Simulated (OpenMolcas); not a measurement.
**Hf II: input and output**

Input:

```
&GATEWAY
Coord
1

Hf 0.0 0.0 0.0
Basis=ANO-RCC-MB
Group=XYZ
NoMove
AngMom=0.0 0.0 0.0
AMFI
&SEWARD
&RASSCF
FileOrb=start.orb
Symmetry=1
Spin=2
nActEl=3 0 0
Inactive=15 19
Ras2=6 0
CIRoot=65 65 1
SDav=70
CIMx=300
Iter=120 100
PrWF=0.3
OrbListing=Nothing
MaxOrb=0
Atom
>>> COPY $Project.JobIph JOB001
&RASSCF
FileOrb=start.orb
Symmetry=1
Spin=4
nActEl=3 0 0
Inactive=15 19
Ras2=6 0
CIRoot=20 20 1
SDav=20
CIMx=300
Iter=120 100
PrWF=0.3
OrbListing=Nothing
MaxOrb=0
Atom
CIOnly
>>> COPY $Project.JobIph JOB002
&RASSI
NrOfJobIphs=2 65 20
1 2 3 4 5 6 7 8 9 10 11 12 13 14 15 16 17 18 19 20 21 22 23 24 25 26 27
28 29 30 31 32 33 34 35 36 37 38 39 40 41 42 43 44 45 46 47 48 49 50 51
52 53 54 55 56 57 58 59 60 61 62 63 64 65
1 2 3 4 5 6 7 8 9 10 11 12 13 14 15 16 17 18 19 20
IphNames
JOB001
JOB002
EJob
SpinOrbit
DIPRint=1.0
SOCoupling=1000.0
Subsets=2
MEES
Property=10
'ANGMOM' 1 'ANGMOM' 2 'ANGMOM' 3 'MLTPL  1' 1 'MLTPL  1' 2 'MLTPL  1' 3
'AMFI' 1 'AMFI' 2 'AMFI' 3 'MLTPL  2' 6
SOProperty=3
'ANGMOM' 1 'ANGMOM' 2 'ANGMOM' 3
```

Launched by
```bash
OMP_NUM_THREADS=1 MOLCAS_MEM=1689 MOLCAS_PROJECT=a pymolcas a.inp > a.log  # once for each step of the input, in one work folder
```

A driver script runs the steps one by one and writes start.orb anew before each from the orbitals found so far, so a CI-only block uses the converged orbitals of the first block.

Output, cut to the results:

```
--- SEWARD ---
Basis set label: HF.ANO-RCC...6S5P3D1F.

      Electronic valence basis set:
      ------------------
      Associated Effective Charge  72.000000 au
      Associated Actual Charge     72.000000 au
      Nuclear Model: Point charge

      Shell  nPrim  nBasis  Cartesian Spherical Contaminant
         s      24       6        X
         p      21       5        X
         d      15       3                 X
         f      11       1                 X
                  Relativistic Douglas-Kroll-Hess integrals:
                    - DKH order of Hamiltonian: 2
                    - DKH order of Properties : 0
                  Atomic mean-field integrals
--- RASSCF ---
Wave function specifications:
      -----------------------------

      Number of closed shell electrons          68
      Number of electrons in active shells       3
      Max number of holes in RAS1 space          0
      Max nr of electrons in RAS3 space          0
      Number of inactive orbitals               34
      Number of active orbitals                  6
      Number of secondary orbitals               3
      Spin quantum number                      0.5
      State symmetry                             1
Orbital specifications:
      -----------------------

      Symmetry species                           1   2
                                                ag  au
      Frozen orbitals                            0   0
      Inactive orbitals                         15  19
      Active orbitals                            6   0
      RAS1 orbitals                              0   0
      RAS2 orbitals                              6   0
      RAS3 orbitals                              0   0
      Secondary orbitals                         0   3
      Deleted orbitals                           0   0
      Number of basis functions                 21  22
      Number of CSFs                            70
      Number of root(s) required                65
      Iter CI   SX   CI       RASSCF       Energy    max ROT     max BLB   max BLB  Level Ln srch  Step   QN
          iter iter root      energy       change     param      element    value   shift minimum  type update
 Nr of preliminary CI iterations:   1
      Total energies have been shifted. Add               -15000.00 au
        1   1    3    0   -63.69310503    0.00E+00  -3.14E-03   15  21 1 -1.14E-02*  0.00   0.00    SX    NO
        2   1    3    0   -63.69325359   -1.49E-04* -2.61E-04   15  21 1 -9.92E-04*  0.00   0.00    SX    NO
        3   1    2    0   -63.69325474   -1.14E-06* -2.50E-05   15  21 1 -9.28E-05   0.00   0.00    SX    NO
        4   1    2    0   -63.69325475   -1.07E-08* -2.41E-06   15  21 1 -8.73E-06   0.00   0.00    SX    NO
        5   1    2    0   -63.69325475   -6.55E-11  -2.59E-07   17  20 2 -8.40E-07   0.00   2.50    QN   YES
      Convergence after  5 iterations
        6   1    2    0   -63.69325475   -3.64E-11  -2.59E-07   15  21 1  2.21E-09   0.00   2.50    QN   YES
      Natural orbitals and occupation numbers for root  1
      sym 1:   0.189211   0.009479   0.846178   0.192772   0.234397   1.527962
      Natural orbitals and occupation numbers for root  2
      sym 1:   0.815966   0.250851   0.056981   0.250505   0.083977   1.541720
      Natural orbitals and occupation numbers for root  3
      sym 1:   0.240359   0.835004   0.020373   0.229036   0.142053   1.533175
::    RASSCF root number  1 Total energy: -15063.78253098
::    RASSCF root number  2 Total energy: -15063.78253098
::    RASSCF root number  3 Total energy: -15063.78253098
::    RASSCF root number  4 Total energy: -15063.78253098
::    RASSCF root number  5 Total energy: -15063.78253098
::    RASSCF root number  6 Total energy: -15063.73681938
::    RASSCF root number  7 Total energy: -15063.73681938
::    RASSCF root number  8 Total energy: -15063.73681938
::    RASSCF root number  9 Total energy: -15063.73553299
::    RASSCF root number 10 Total energy: -15063.73553299
::    RASSCF root number 11 Total energy: -15063.73553299
::    RASSCF root number 12 Total energy: -15063.73553299
::    RASSCF root number 13 Total energy: -15063.73553299
::    RASSCF root number 14 Total energy: -15063.73553299
::    RASSCF root number 15 Total energy: -15063.73553299
::    RASSCF root number 16 Total energy: -15063.72806649
::    RASSCF root number 17 Total energy: -15063.72806649
::    RASSCF root number 18 Total energy: -15063.72806649
...
--- RASSI ---
SPIN-FREE ENERGIES:
  (Shifted by EMIN (a.u.) =     -15063.7844214552)

 SF State       Relative EMIN(au)   Rel lowest level(eV)    D:o, cm**(-1)      L_eff

    66             0.0000000000        0.0000000000              0.0000         3.0
    67             0.0000000000        0.0000000000              0.0000         3.0
    68             0.0000000000        0.0000000000              0.0000         3.0
    69             0.0000000000        0.0000000000              0.0000         3.0
    70             0.0000000000        0.0000000000              0.0000         3.0
    71             0.0000000000        0.0000000000              0.0000         3.0
    72             0.0000000000        0.0000000000              0.0000         3.0
     1             0.0018904741        0.0514424200            414.9111         2.0
     2             0.0018904741        0.0514424200            414.9111         2.0
     3             0.0018904741        0.0514424200            414.9111         2.0
     4             0.0018904741        0.0514424200            414.9111         2.0
     5             0.0018904741        0.0514424200            414.9111         2.0
    73             0.0365315840        0.9940750416           8017.7559         1.0
    74             0.0365315840        0.9940750416           8017.7559         1.0
    75             0.0365315840        0.9940750416           8017.7559         1.0
     8             0.0476020730        1.2953183934          10447.4474         1.0
     6             0.0476020730        1.2953183934          10447.4474         1.0
     7             0.0476020730        1.2953183934          10447.4474         1.0
     9             0.0488884692        1.3303230176          10729.7787         3.0
    10             0.0488884692        1.3303230176          10729.7787         3.0
    11             0.0488884692        1.3303230176          10729.7787         3.0
...
```

Levels above the lowest, from the spin-orbit matrix, grouped by J:

```json
{"Configuration": "5d² 6s", "Term": "⁴F", "J": "3/2", "E (cm⁻¹)": "0.0", "g": "0.481", "Term weight %": "80", "Second": "19 5d 6s² ²D"}
{"Configuration": "5d² 6s", "Term": "⁴F", "J": "5/2", "E (cm⁻¹)": "1378", "g": "1.043", "Term weight %": "89", "Second": "8 5d 6s² ²D"}
{"Configuration": "5d 6s²", "Term": "²D", "J": "3/2", "E (cm⁻¹)": "2734", "g": "0.727", "Term weight %": "79", "Second": "19 5d² 6s ⁴F"}
{"Configuration": "5d² 6s", "Term": "⁴F", "J": "7/2", "E (cm⁻¹)": "3290", "g": "1.237", "Term weight %": "99", "Second": ""}
{"Configuration": "5d 6s²", "Term": "²D", "J": "5/2", "E (cm⁻¹)": "4685", "g": "1.191", "Term weight %": "87", "Second": "9 5d² 6s ⁴F"}
{"Configuration": "5d² 6s", "Term": "⁴F", "J": "9/2", "E (cm⁻¹)": "5296", "g": "1.331", "Term weight %": "99", "Second": ""}
{"Configuration": "5d² 6s", "Term": "⁴P", "J": "1/2", "E (cm⁻¹)": "9942", "g": "2.621", "Term weight %": "97", "Second": ""}
{"Configuration": "5d² 6s", "Term": "⁴P", "J": "3/2", "E (cm⁻¹)": "10904", "g": "1.724", "Term weight %": "98", "Second": ""}
{"Configuration": "5d² 6s", "Term": "⁴P", "J": "5/2", "E (cm⁻¹)": "11918", "g": "1.547", "Term weight %": "88", "Second": "6 ²D"}
{"Configuration": "5d² 6s", "Term": "²F", "J": "5/2", "E (cm⁻¹)": "12541", "g": "0.896", "Term weight %": "93", "Second": "4 ⁴P"}
{"Configuration": "5d² 6s", "Term": "²P", "J": "1/2", "E (cm⁻¹)": "12825", "g": "0.731", "Term weight %": "97", "Second": "2 ⁴P"}
{"Configuration": "5d² 6s", "Term": "²P", "J": "3/2", "E (cm⁻¹)": "13302", "g": "1.109", "Term weight %": "65", "Second": "17 ²D"}
{"Configuration": "5d³", "Term": "⁴F", "J": "3/2", "E (cm⁻¹)": "14197", "g": "0.559", "Term weight %": "82", "Second": "16 5d² 6s ²P"}
{"Configuration": "5d² 6s", "Term": "²F", "J": "7/2", "E (cm⁻¹)": "14627", "g": "1.024", "Term weight %": "52", "Second": "47 ²G"}
{"Configuration": "5d³", "Term": "⁴F", "J": "5/2", "E (cm⁻¹)": "15403", "g": "1.033", "Term weight %": "97", "Second": ""}
{"Configuration": "5d² 6s", "Term": "²G", "J": "9/2", "E (cm⁻¹)": "15735", "g": "1.130", "Term weight %": "90", "Second": "8 5d³ ⁴F"}
{"Configuration": "5d² 6s", "Term": "²F", "J": "7/2", "E (cm⁻¹)": "15971", "g": "1.069", "Term weight %": "37", "Second": "37 ²G"}
{"Configuration": "5d³", "Term": "⁴F", "J": "7/2", "E (cm⁻¹)": "17420", "g": "1.175", "Term weight %": "75", "Second": "16 5d² 6s ²G"}
{"Configuration": "5d² 6s", "Term": "²D", "J": "3/2", "E (cm⁻¹)": "17527", "g": "0.886", "Term weight %": "80", "Second": "14 ²P"}
{"Configuration": "5d² 6s", "Term": "²D", "J": "5/2", "E (cm⁻¹)": "18332", "g": "1.208", "Term weight %": "90", "Second": "5 ⁴P"}
{"Configuration": "5d³", "Term": "⁴F", "J": "9/2", "E (cm⁻¹)": "19085", "g": "1.307", "Term weight %": "88", "Second": "8 5d² 6s ²G"}
{"Configuration": "5d³", "Term": "⁴P", "J": "1/2", "E (cm⁻¹)": "24048", "g": "2.633", "Term weight %": "98", "Second": ""}
{"Configuration": "5d³", "Term": "⁴P", "J": "3/2", "E (cm⁻¹)": "24718", "g": "1.706", "Term weight %": "94", "Second": "3 5d² 6s ²P"}
{"Configuration": "5d³", "Term": "⁴P", "J": "5/2", "E (cm⁻¹)": "25782", "g": "1.595", "Term weight %": "98", "Second": ""}
```

Against the 6 measured excited levels shown (NIST Handbook of Basic Atomic Spectroscopic Data) the mean absolute deviation is 4900 cm-1; the largest miss in energy is 5d² 6s ⁴F_3/2: computed -2734, measured 3645 cm⁻¹ (-175.0 %). Levels of one J stand in another order than measured, so their pairing by name is doubtful. These deviations count from the computed level that pairs with the measured ground level.

Without dynamic correlation excited terms often stand tens of per cent too high (terms of higher spin than the ground term too low), and those without a measured partner can miss by more than the paired ones. Some levels mix across a computed gap that differs much from the measured one, so their mixing is not that of the real levels. Terms from blocks run as CI alone lack orbitals of their own. The lowest computed level is not the ground level that NIST lists (2D3/2). Configurations are named by rounded mean occupations; where the s occupation lies near a half they are strongly mixed, a name can repeat and a true partner stay unpaired. A single d shell beside an s shell can misplace configurations of different d count against each other. Computed and measured levels are paired by configuration, term and J; levels that our copy of the source lacks, or whose pairing is in doubt (as where it misses far off the trend of its configuration), stay unpaired and out of the deviations. Levels of configurations outside the active space are missing. The first state left out of the spin-orbit step lies near 46000 cm-1 above the lowest spin-free state of the reference (among the parities and spins computed), and the list stops at four fifths of that energy or lower. The table shows the lowest 24 of 31 levels.

The term weight is that of the spin-free term in the level, not the purity of its configuration.
